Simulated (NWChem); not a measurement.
## Correlation energy of Cl2 (-1)

```
Cl
Cl 1 2.6533
```
Charge -1, spin multiplicity 2.

Program: NWChem. Structure: optimised with UPBE0/def2-SVP, a minimum by its harmonic frequencies.

Basis set: aug-cc-pVTZ. Each correlation energy counts from its own Hartree-Fock reference.

The correlated methods keep 10 core orbitals frozen. The structure started from a generated list of species. The unpaired electrons of the parent sit in orbitals of symmetry b1u (D2h labels of the run); other states weren't searched. The anion's geometry comes from a basis without diffuse functions. No SCF solution was tested for a lower state. Open-shell Hartree-Fock references start from PBE0 orbitals. Coupled-cluster values serve here as a point of comparison, not as the truth.

| method | correlation energy (mHa) |
|---|---|
| CCSD on ROHF | ? |
| CCSD(T) on ROHF | -455.1 |
| UMP2 | ? |
| SCS-UMP2 | ? |
| CCSD[T] on ROHF | -455.1 |

What belongs in the gaps?


- CCSD on ROHF, correlation energy (mHa): -434.9
- UMP2, correlation energy (mHa): -394.8
- SCS-UMP2, correlation energy (mHa): -386.9
